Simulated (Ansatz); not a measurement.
CH$_{4}$Cl$_{2}$NV (`[CH3][V](=[NH])([Cl])[Cl]`). Charge 0, multiplicity 1.

```tsv
atom	x (Å)	y (Å)	z (Å)
C1	-0.939	0.768	-0.364
V2	0.248	-0.666	0.347
N3	1.690	-0.105	-0.037
Cl4	-0.008	-0.708	2.483
Cl5	-0.188	-2.462	-0.755
H6	-0.702	1.710	0.132
H7	-1.959	0.445	-0.133
H8	-0.789	0.858	-1.440
H9	2.647	0.160	-0.234
```

Task: What are the harmonic wavenumbers in cm⁻¹ at PBE0-D4/def2-TZVP (Ansatz, finite differences of forces, unscaled)? (An estimate is asked.)

Result: Computed: 112, 150, 161, 163, 213, 236, 417, 450, 493, 512, 566, 579, 713, 1105, 1159, 1404, 1412, 3039, 3150, 3164, 3609.

Task: Is this a minimum?

Result: Yes, all 21 modes are real.

Task: Give the ideal-gas thermochemistry at 298.15 K and 1 bar (rigid rotor, harmonic oscillator; point group Cs, symmetry number 1).

Result: Zero-point energy 136.4 kJ/mol; H(298) − E = 159.9 kJ/mol; entropy 370.5 J/(mol·K), of which translation 171.5, rotation 118.5, vibration 80.5; G(298) − E = 49.4 kJ/mol.

Task: And at 400, 500, 600, 800 and 1000 K?

Result: 
```csv
T (K),H − E (kJ/mol),S (J/mol/K),G − E (kJ/mol)
400,172.7,407.3,9.8
500,186.4,437.9,-32.5
600,201.1,464.6,-77.7
800,232.4,509.6,-175.3
1000,265.7,546.7,-281.0
```
